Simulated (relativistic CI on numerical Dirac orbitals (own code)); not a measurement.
Electric-dipole lines of Sn47+

These numbers are calculated, not measured: Dirac-Coulomb-Breit CI, KLI orbitals optimised for each configuration, QED by a radiative potential, unscaled Slater integrals (own radial code, finite nucleus).

Configurations in the expansion (outside the closed core 1s2): 2s, 2p, 3s, 3p, 3d, 4s, 4p, 4d, 4f, 5s, 5p, 5d, 5f, 5g. Levels of other configurations are missing.

| λ vac (nm) | Lower | Upper | A (s⁻¹) | log gf | S velocity/length |
| --- | --- | --- | --- | --- | --- |
| 0.20791 | 2p 2P°_3/2 [3] | 4d 2D_5/2 [13] | 1.11e+14 | -0.36 | 1.00 |
| 0.25954 | 2s 2S_1/2 [1] | 3p 2P°_3/2 [6] | 1.13e+14 | -0.34 | 1.00 |
| 0.26392 | 2s 2S_1/2 [1] | 3p 2P°_1/2 [5] | 1.29e+14 | -0.57 | 1.00 |
| 0.26500 | 2p 2P°_1/2 [2] | 3d 2D_3/2 [7] | 3.04e+14 | 0.11 | 1.00 |
| 0.27949 | 2p 2P°_3/2 [3] | 3d 2D_5/2 [8] | 3.44e+14 | 0.38 | 1.00 |
| 0.54625 | 3p 2P°_3/2 [6] | 5d 2D_5/2 [20] | 1.82e+13 | -0.31 | 1.00 |
| 0.54858 | 3d 2D_3/2 [7] | 5f 2F°_5/2 [21] | 2.31e+13 | -0.20 | 1.00 |
| 0.55390 | 3d 2D_5/2 [8] | 5f 2F°_7/2 [23] | 2.42e+13 | -0.05 | 1.00 |
| 0.74874 | 3s 2S_1/2 [4] | 4p 2P°_3/2 [11] | 1.45e+13 | -0.31 | 1.00 |
| 0.76058 | 3p 2P°_1/2 [5] | 4d 2D_3/2 [12] | 3.09e+13 | 0.03 | 1.00 |
| 0.79418 | 3p 2P°_3/2 [6] | 4d 2D_5/2 [13] | 3.72e+13 | 0.32 | 1.00 |
| 0.79906 | 3d 2D_3/2 [7] | 4f 2F°_5/2 [14] | 6.94e+13 | 0.60 | 1.00 |
| 0.80909 | 3d 2D_5/2 [8] | 4f 2F°_7/2 [15] | 7.31e+13 | 0.76 | 1.00 |
| 1.6290 | 4s 2S_1/2 [9] | 5p 2P°_3/2 [18] | 3.37e+12 | -0.27 | 1.00 |
| 1.6510 | 4p 2P°_1/2 [10] | 5d 2D_3/2 [19] | 6.24e+12 | 0.01 | 1.00 |
| 1.7151 | 4p 2P°_3/2 [11] | 5d 2D_5/2 [20] | 7.76e+12 | 0.31 | 1.00 |
| 1.7245 | 4d 2D_3/2 [12] | 5f 2F°_5/2 [21] | 1.29e+13 | 0.54 | 1.00 |
| 1.7431 | 4d 2D_5/2 [13] | 5f 2F°_7/2 [23] | 1.37e+13 | 0.70 | 1.00 |
| 1.7436 | 4f 2F°_5/2 [14] | 5g 2G_7/2 [22] | 2.19e+13 | 0.90 | 1.00 |
| 1.7523 | 4f 2F°_7/2 [15] | 5g 2G_9/2 [24] | 2.26e+13 | 1.02 | 1.00 |

Terms are leading LS components. Brackets give the number of a level in order of energy, since labels repeat. The list gives strong lines, with weight on those to low levels. Levels whose partners in the same complex of configurations lie outside the list can be far off, and so can their lines. Rates are taken at the computed energies, electric ones in the length gauge. A velocity-to-length ratio far from 1 marks an uncertain rate.

At this charge energies of transitions that change n are usually good to better than 1 %, and those within a shell (Δn = 0) to a few per cent.

Task: From the table, what is the radiative lifetime of 4d 2D_5/2?

Result: The listed rates from this level add up to about 1.48e+14 s⁻¹, 100 % of its decay; with all channels τ = 6.73e-15 s.
